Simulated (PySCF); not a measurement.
# Computed properties of H5NSiSn, SMILES [Sn]([NH2])[SiH3]

Sn(NH2)(SiH3) (H5NSiSn), SMILES [NH2][Sn][SiH3] (connectivity only; charge and spin as stated), neutral, multiplicity 1. Geometry: PBE0-D3(BJ)/def2-SVP. The def2 effective core potentials stand for the cores of Sn; spin–orbit coupling is left out. One conformer was computed; it need not be the lowest. All values are computed for the isolated molecule unless a solvent is named; none is compared with measurement here.

**Structure.** The optimised structure has Cs symmetry. All 18 harmonic modes at PBE0-D3(BJ)/def2-SVP (PySCF) are real, so it is a minimum. With heavy atoms numbered as in [Sn:1]([NH2:2])[SiH3:5], the shortest bond between them is Sn1–N2 at 2.029 Å and the longest Sn1–Si5 at 2.677 Å.

**Vibrations.** The strongest infrared lines (harmonic, unscaled, degenerate partners summed) lie at 847 cm⁻¹ (305 km/mol, H 91 %, Si 9 %), 439 cm⁻¹ (209 km/mol, H 82 %, N 18 %), 2170 cm⁻¹ (112 km/mol, H 98 %). The softest mode is at 40 cm⁻¹ and the zero-point energy is 30.8 kcal/mol.

**Electronic structure.** M06-2X/def2-TZVPD (PySCF) places the frontier levels at -7.03 and -1.50 eV, a gap of 5.53 eV, and gives a dipole moment of 1.36 D and a mean polarisability of 92.8 bohr³.

**Excitations.** TDDFT-PBE0/def2-SVPD (PySCF) has S1 at 2.69 eV (461 nm, f = 0.007, weak); the most intense of the 10 singlets computed lies at 5.83 eV (f = 0.37). T1 (TDA) is at 1.94 eV.
